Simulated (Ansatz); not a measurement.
Computed with Ansatz on PBE0-D4/def2-TZVP structures; ΔE is electronic, products minus reactants. CBS: MP2 limit from def2 TZ/QZ plus the TZ coupled-cluster correction, frozen cores. This one scheme is used for every species. Functionals use def2-TZVPP. Each species was taken in one conformer, which may not be the lowest.

`C=C=C(O)[SiH2]O` + `F[SiH3]` → `O[SiH2][SiH3]` + `C=C=C(O)F`  (formal exchange of groups at the Si–C bond)

CCSD(T)/CBS gives +228.4 kJ/mol.

Another level gave +196.5 kJ/mol. Which?
A. r2SCAN-D4/def2-TZVPP
B. HF/def2-TZVPP
C. PBE0-D4/def2-TZVPP
D. CCSD(T)/def2-TZVPP

C. PBE0-D4 196.5, HF/def2-TZVPP 231.2, r2SCAN-D4 207.1, CCSD(T)/def2-TZVPP 221.5 kJ/mol.

Largest T1 diagnostic among the species: 0.013.

From PBE to PBE0 (25 % exact exchange), in def2-TZVPP and without D4, ΔE moves by +8.9 kJ/mol. The D4 term adds +3.3 kJ/mol with B3LYP and +1.9 kJ/mol with PBE0; it sums over pairs of atoms, weighted by their polarisabilities, and B3LYP, whose exchange is more repulsive, gets the larger term.

B3LYP here is the variant with VWN-RPA as its local correlation; programs differ in this.
